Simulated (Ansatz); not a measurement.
The same path of Cl4FHW + F (8 atoms, charge 0, multiplicity 2) was run twice with different band settings. Lost on the way: W1–H5. Made: W1–F8, Cl4–H5.

Computed with UKS PBE/def2-SVP (Ansatz).

Relaxed end points:

```xyz
8
Properties=species:S:1:pos:R:3
W 0.250 0.000 -0.080
F 0.797 0.000 1.809
Cl 2.569 0.000 -0.199
Cl -0.307 2.210 0.036
H -1.095 0.000 0.953
Cl -0.307 -2.210 0.036
Cl -0.339 0.000 -2.296
F -0.897 0.000 2.990
```

```xyz
8
Properties=species:S:1:pos:R:3
W 0.530 -0.408 0.529
F 0.488 0.552 2.131
Cl 2.663 0.465 0.199
Cl -0.809 1.979 -0.088
H -1.862 1.270 0.279
Cl -1.710 -1.025 1.042
Cl 0.189 -0.717 -1.716
F 1.181 -2.116 0.873
```

Common settings: climbing image yes; spring 5.0 eV/Å²; optimiser quadratic models (default); start path through a guess of the saddle point; force threshold 0.03 eV/Å; iteration limit 60; end points relaxed.

| run | movable images |
| --- | --- |
| 1 | 5 |
| 2 | 3 |

Question: What does each run give, and how far can it be trusted?

Answer: Run 1: converged after 21 iterations, highest image 0.138 eV above the first end. Neighbouring images differ by up to 2.2 eV, so the band resolves the path poorly. A vibrational analysis at the climbing image gives one clearly imaginary mode, 53i cm⁻¹: a first-order saddle point.
Run 2: converged after 24 iterations, highest image 0.137 eV above the first end. Neighbouring images differ by up to 3.6 eV, so the band resolves the path poorly. Another band between the same ends (5 images) ends at a top of the same energy, where a vibrational analysis finds 1 clearly imaginary mode. So few images can step over the top or miss a turn of the path.
